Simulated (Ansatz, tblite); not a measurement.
Removing and adding an electron: the cluster TePb3Cl4 (the lowest singlet isomer of a short search). The state is a singlet with charge 0. Geometry: r2SCAN-D4/def2-SVP. Ansatz, gas phase; energy differences of separate SCF runs; the oxidised species was run as a doublet alone; the reduced species was run as a doublet alone.

```xyz
8

Pb   -0.2534    1.3109    1.7653
Pb    1.5320   -1.5973    0.0221
Pb   -1.1397    0.4106   -1.8523
Te    1.4933    1.3352   -0.6981
Cl    0.2950   -1.9275   -2.4834
Cl   -2.2490    2.2159   -0.0013
Cl    1.5566   -0.6440    2.6703
Cl   -1.2348   -1.1038    0.5773
```

In the def2 sets Pb, Te take a core potential; there is no spin–orbit coupling. The xTB rows come from tblite. HOMO above LUMO, or a gap near zero within one spin, warns that the state may not be the lowest or that an electron is smeared out. Another isomer (singlet) lies 0.02 eV lower at r2SCAN-D4/def2-TZVP; other spin states weren't run for this one.

```csv
level,−HOMO (eV),vertical IE (eV),−LUMO (eV),vertical EA (eV),HOMO–LUMO gap (eV),IE − EA (eV),remarks
GFN1-xTB,10.73,13.13,6.76,4.55,3.97,8.58,–
GFN2-xTB,10.85,12.98,6.60,4.48,4.26,8.51,–
PBE-D4/def2-TZVP,6.06,8.19,2.93,–,3.13,–,gap within one spin near zero (+1 doublet)
PBE-D4/def2-TZVPD,6.09,–,2.97,1.19,3.12,–,HOMO above zero (-1 doublet)
PBE0-D4/def2-TZVPD,7.00,–,2.33,1.09,4.67,–,HOMO above zero (-1 doublet)
```

   A HOMO above zero means that the electron is unbound at that level or that self-interaction error raises the level; the energy of removing that electron tells which. Raw xTB energy differences between charge states are shifted by several eV; the methods need an empirical correction for them.
